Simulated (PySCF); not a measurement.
Species: n-PeOEt, C₇H₁₆O.
Bonds: C1–C2, C2–C3, C3–C4, C4–C5, C5–O6, O6–C7, C7–C8. Hydrogens: H9, H10, H11 on C1; H12, H13 on C2; H14, H15 on C3; H16, H17 on C4; H18, H19 on C5; H20, H21 on C7; H22, H23, H24 on C8.

The same species was optimised twice, with GFN2-xTB and with PBE0-D3(BJ)/def2-SVP (PySCF), and the same property calculations (PySCF, gas phase) were run on both structures.

```csv
coordinate,GFN2-xTB,PBE0-D3(BJ)/def2-SVP,change
C4–C5 (Å),1.526,1.513,-0.013
C5–O6 (Å),1.411,1.401,-0.010
C7–C8 (Å),1.528,1.519,-0.009
O6–C7 (Å),1.407,1.401,-0.006
C3–C4 (Å),1.527,1.522,-0.005
C2–C3 (Å),1.526,1.522,-0.004
C1–C2 (Å),1.524,1.520,-0.004
C3–C4–C5 (°),111.8,113.4,+1.6
C2–C3–C4 (°),112.1,113.6,+1.5
C1–C2–C3 (°),112.0,113.3,+1.3
O6–C7–C8 (°),114.3,113.7,-0.6
C5–O6–C7 (°),114.9,115.3,+0.4
C4–C5–O6 (°),108.8,108.8,0.0
C1–C2–C3–C4 (°),178,180,+2
C2–C3–C4–C5 (°),-178,-178,0
C3–C4–C5–O6 (°),66,63,-3
C4–C5–O6–C7 (°),169,179,+10
```

Rotational constants: A = 4722, B = 692.1, C = 652.2 MHz (GFN2-xTB) against A = 4249, B = 723.4, C = 665.4 MHz (PBE0-D3(BJ)/def2-SVP). Point groups within 0.08 Å: C1 and C1.

On the GFN2-xTB structure: HOMO (eV) -7.23 [PBE0/pcSseg-1]; LUMO (eV) 1.59 [PBE0/pcSseg-1]; dipole (D) 1.22 [PBE0/pcSseg-1]; GIAO shielding of C1 (ppm) 169.6 [PBE0/pcSseg-1]; GIAO shielding of C2 (ppm) 158.4 [PBE0/pcSseg-1]; GIAO shielding of C3 (ppm) 151.9 [PBE0/pcSseg-1]; GIAO shielding of C4 (ppm) 150.3 [PBE0/pcSseg-1]; GIAO shielding of C5 (ppm) 114.0 [PBE0/pcSseg-1]; GIAO shielding of O6 (ppm) 282.0 [PBE0/pcSseg-1]; GIAO shielding of C7 (ppm) 116.5 [PBE0/pcSseg-1]; GIAO shielding of C8 (ppm) 171.0 [PBE0/pcSseg-1].

Task: What do these properties become on the PBE0-D3(BJ)/def2-SVP structure?

Result: 
| property | level | on GFN2-xTB | on PBE0-D3(BJ)/def2-SVP | change |
| --- | --- | --- | --- | --- |
| HOMO (eV) | PBE0/pcSseg-1 | -7.23 | -7.25 | -0.02 |
| LUMO (eV) | PBE0/pcSseg-1 | 1.59 | 1.55 | -0.04 |
| dipole (D) | PBE0/pcSseg-1 | 1.22 | 1.19 | -0.03 |
| energy, GFN2-xTB geometry as zero (kcal/mol) | PBE0/pcSseg-1 | 0.0 | -0.7 | -0.7 |
| GIAO shielding of C1 (ppm) | PBE0/pcSseg-1 | 169.6 | 167.6 | -2.0 |
| GIAO shielding of C2 (ppm) | PBE0/pcSseg-1 | 158.4 | 157.4 | -1.0 |
| GIAO shielding of C3 (ppm) | PBE0/pcSseg-1 | 151.9 | 151.5 | -0.4 |
| GIAO shielding of C4 (ppm) | PBE0/pcSseg-1 | 150.3 | 150.2 | -0.1 |
| GIAO shielding of C5 (ppm) | PBE0/pcSseg-1 | 114.0 | 115.2 | +1.2 |
| GIAO shielding of O6 (ppm) | PBE0/pcSseg-1 | 282.0 | 285.8 | +3.8 |
| GIAO shielding of C7 (ppm) | PBE0/pcSseg-1 | 116.5 | 117.6 | +1.1 |
| GIAO shielding of C8 (ppm) | PBE0/pcSseg-1 | 171.0 | 170.1 | -0.9 |

The heavy atoms differ by 0.128 Å rms after alignment. Among bonds between heavy atoms C4–C5 changes most (-0.013 Å). Changes are differences of the printed values. Neither structure is proved a minimum here.
